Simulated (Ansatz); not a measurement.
Energy profile

The step: Si₂H₆O₂ ([OH][SiH]([OH])[SiH3]) → SiH₂O₂ ([OH][Si][OH]) + SiH₄; bonds formed: Si2–H3; bonds broken: Si1–Si2, Si1–H3 (atoms numbered as in the saddle structure below).

Si1  (-0.613, -0.181, 0.662)
Si2  (1.446, 0.494, -0.251)
H3  (-0.085, 0.365, -0.958)
O4  (-1.830, 0.899, 0.858)
O5  (-1.338, -1.570, 0.131)
H6  (2.264, 0.976, 0.905)
H7  (1.738, 1.512, -1.310)
H8  (1.896, -0.863, -0.655)
H9  (-2.639, 0.746, 0.362)
H10  (-0.838, -2.378, 0.257)
(Å)

Electronic energies by CCSD(T) at an estimated basis limit (MP2 extrapolated from triple and quadruple zeta, plus CCSD(T) − MP2 in triple zeta), on PBE0-D4/def2-TZVP structures; Si2H6O2, closed shell; no counterpoise correction. Program: Ansatz 0.2.0. Basis: def2-TZVPP and def2-QZVPP. Cores are frozen in the correlated methods. Extrapolation: Hartree–Fock as exp(−7.88 √X), correlation as X^−2.97.

Q: Give the profile in eV, counted from the start structure. (Judge from chemistry; the value comes from the calculation.)

A: By the calculation:
```
                                                                                                          point     eV
                                                                                                start structure  0.000
                                                                                                         saddle  2.343
                                                                                                  end structure  1.133
separated: SiH2O2 (linked as [OH][Si][OH]; Si1, O4, O5, H9, H10; singlet) + SiH4 (Si2, H3, H6, H7, H8; singlet)  1.195
```

No T1 diagnostic of these runs exceeds 0.015.

Losses and insertions of silylenes and their heavier kin drive the gas-phase chemistry of silicon and germanium vapour deposition.

For scale, one of the runs: CCSD(T)/def2-TZVPP, 230 basis functions, launched by `ansatz run in.yaml --threads 4 --pin off --events-out ev --progress --plain --max-ram 9574MiB`. Time: 77 s of wall clock on 4 CPU threads of an Arm Neoverse V1; the host was shared. Peak host memory: 3.8 GiB.
